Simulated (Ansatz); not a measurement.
PBE exchange is replaced step by step with exact exchange (0 % is PBE, 25 % PBE0; no dispersion term), basis def2-TZVP, Ansatz. System: Ir2O2⁺. The state is a doublet with charge 1. Geometry: PBE-D4/def2-TZVP.

Geometry of the doublet:

```xyz
4

Ir    0.303    1.277    1.216
Ir   -0.311   -0.361   -0.315
O    -1.477   -1.278   -1.064
O     1.484    0.363    0.163
```

In the def2 sets Ir takes a core potential; there is no spin–orbit coupling. At PBE-D4/def2-TZVP, PBE with 5 % exact exchange/def2-TZVP, PBE with 10 % exact exchange/def2-TZVP, PBE with 15 % exact exchange/def2-TZVP and others the charge 1 doublet is spin-contaminated (final ⟨S²⟩ up to 1.84, 0.75 for a pure state). The order of the spin states hangs on the level: the quartet lies 0.09 eV below the doublet at PBE0-D4/def2-TZVP, but 0.02 eV above it at PBE-D4/def2-TZVP. The doublet is doubtful at PBE0-D4/def2-TZVP (⟨S²⟩ 1.32, where a pure state has 0.75). The structure comes from a short search, and lower isomers may exist.

HOMO and LUMO are taken over both spins.

| exact exchange (%) | HOMO (eV) | LUMO (eV) | gap (eV) | ⟨S²⟩ |
| --- | --- | --- | --- | --- |
| 0 | -12.12 | -11.71 | 0.41 | 1.011 |
| 5 | -12.39 | -11.56 | 0.83 | 1.036 |
| 10 | -12.65 | -11.39 | 1.25 | 1.078 |
| 15 | -12.90 | -11.21 | 1.69 | 1.143 |
| 25 | -13.41 | -10.78 | 2.63 | 1.322 |
| 35 | -13.93 | -10.32 | 3.61 | 1.506 |
| 50 | -14.48 | -9.57 | 4.90 | 1.844 |
